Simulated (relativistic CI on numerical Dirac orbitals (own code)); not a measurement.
Computed by Dirac-Coulomb-Breit CI, orbitals from a KLI potential per configuration, QED by a radiative potential, unscaled Slater integrals (own radial code, finite nucleus).

CI space (outside the closed core [Ar]): 3d10 4s, 3d10 4p, 3d10 4d, 3d10 4f, 3d10 5s, 3d10 5p, 3d10 5d, 3d10 5f, 3d10 5g, 3d10 6s, 3d10 6p, 3d9 4s2, 3d10 6d, 3d10 6f, 3d10 7s, 3d9 4s 4p, 3d10 8s, 3d9 4s 4d, 3d9 4s 4f, 3d9 4s 5s, 3d9 4s 5p, 3d9 4s 5d, 3d9 4s 5f. Double excitations out of closed p, d and f shells are left out; levels of such configurations are missing from the list, as are those of other unlisted configurations, and high levels can miss mixing partners.

At this charge energies of transitions that change n are usually good to better than 1 %, and those within a shell (Δn = 0) to a few per cent.

Outline of the computed level scheme of Ag XIX. Lowest level of each configuration: 3d10 4s 2S_1/2 at 0.000 eV; 3d10 4p 2P°_1/2 at 38.777 eV; 3d10 4d 2D_3/2 at 110.482 eV; 3d10 4f 2F°_5/2 at 177.750 eV; 3d10 5s 2S_1/2 at 214.873 eV; 3d10 5p 2P°_1/2 at 232.490 eV; 3d10 5d 2D_3/2 at 264.589 eV; 3d10 5f 2F°_5/2 at 293.877 eV; 3d10 5g 2G_7/2 at 302.568 eV.

Some strong electric-dipole decays among the lowest 16 levels: 3d10 5g 2G_9/2 → 3d10 4f 2F°_7/2 (6.3e+11 s⁻¹); 3d10 5g 2G_7/2 → 3d10 4f 2F°_5/2 (6.1e+11 s⁻¹); 3d10 5s 2S_1/2 → 3d10 4p 2P°_3/2 (2.9e+11 s⁻¹); 3d10 5f 2F°_7/2 → 3d10 4d 2D_5/2 (1.9e+11 s⁻¹); 3d10 5f 2F°_5/2 → 3d10 4d 2D_3/2 (1.7e+11 s⁻¹); 3d10 5p 2P°_1/2 → 3d10 4d 2D_3/2 (1.5e+11 s⁻¹); 3d10 5s 2S_1/2 → 3d10 4p 2P°_1/2 (1.3e+11 s⁻¹); 3d10 5p 2P°_1/2 → 3d10 4s 2S_1/2 (1.3e+11 s⁻¹).

LS names give the leading component of a level, which can be under half, so a name can repeat, a term be missing and a line seem to break the LS rules.
